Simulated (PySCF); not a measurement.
A structure optimised at PBE-D3(BJ)/def2-SVP, used in a PySCF frequency run:

```xyz
10

Sn    -0.2910    -0.0276     0.0000
C      0.8327     1.8406     0.0000
N      0.8623    -1.7598     0.0000
H     -1.2636    -0.1442     1.4279
H     -1.2636    -0.1442    -1.4279
H      1.4714     1.8998     0.9022
H      0.1286     2.6957     0.0000
H      1.4714     1.8998    -0.9022
H      1.4855    -1.7761    -0.8202
H      1.4855    -1.7761     0.8202
```

### Question
Write its SMILES, formula and point group.

### Answer
[CH3][SnH2][NH2], CH7NSn, Cs

### Question
What are its rotational constants (standard atomic weights)?

### Answer
10.659, 4.5033, 3.4753 GHz
